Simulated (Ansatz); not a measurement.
Two structures of BH$_{3}$Cl$_{2}$O, singlet, reached by relaxing down either side of one saddle point (PBE0-D4/def2-TZVP). Energies are electronic, without zero-point energy. Program: Ansatz 0.2.0. Basis: def2-TZVPP and def2-QZVPP. Cores are frozen in the correlated methods. Extrapolation: Hartree–Fock as exp(−7.88 √X), correlation as X^−2.97. First:

```
atom    x (Å)    y (Å)    z (Å)
  B1  -0.4734  -0.4493  -0.1441
  H2  -0.6710  -1.4728   0.4284
 Cl3   0.1529  -0.6470  -1.8452
 Cl4  -1.7945   0.7919   0.0541
  H5   1.4896   0.3893  -0.0443
  O6   0.8030   0.2580   0.6290
  H7   0.4935   1.1300   0.9220
```

Second:

B1  (-0.504, 0.691, -0.403)
H2  (0.508, -2.147, 0.676)
Cl3  (-0.194, -0.032, -1.980)
Cl4  (-2.097, 0.587, 0.300)
H5  (0.517, -1.765, 1.317)
O6  (0.461, 1.329, 0.274)
H7  (1.307, 1.337, -0.184)
(Å)

(1) Which bonds change from the first to the second?

(2) Give the saddle point's structure and its height above each. (An estimate is asked for; the value comes from the calculation.)

No T1 diagnostic of these runs exceeds 0.012.

Answers

(1) BHCl₂ ([Cl][BH][Cl]) + H₂O → BHCl₂O ([OH][B]([Cl])[Cl]) + H₂; bonds formed: H2–H5; dative contacts that become bonds: B1–O6; bonds broken: B1–H2, H5–O6.

(2) By the calculation: 134.2 kJ/mol above the first and 198.5 kJ/mol above the second (CCSD(T) at an estimated basis limit (MP2 extrapolated from triple and quadruple zeta, plus CCSD(T) − MP2 in triple zeta)).
```tsv
atom	x (Å)	y (Å)	z (Å)
B1	-0.4107	-0.0867	-0.1476
H2	-0.0090	-1.2450	0.4136
Cl3	-0.1026	-0.2164	-1.9103
Cl4	-2.0689	0.2323	0.4042
H5	0.6329	-0.4928	0.7229
O6	0.6450	0.7590	0.5752
H7	1.3134	1.0497	-0.0581
```

The step is the kind of ligand exchange by which a precursor binds to a hydroxyl group, or is hydrolysed, in atomic layer deposition of oxides.

Labels in which every atom is bracketed show which atoms are joined, not bond orders.

For scale, one of the runs: CCSD(T)/def2-TZVPP, 188 basis functions, launched by `ansatz run in.yaml --threads 2 --pin off --events-out ev --progress --plain --max-ram 4352MiB`. The run took 51 s on 2 CPU threads of an Arm Neoverse V2 (shared host), with 1.9 GiB of host memory at its peak.
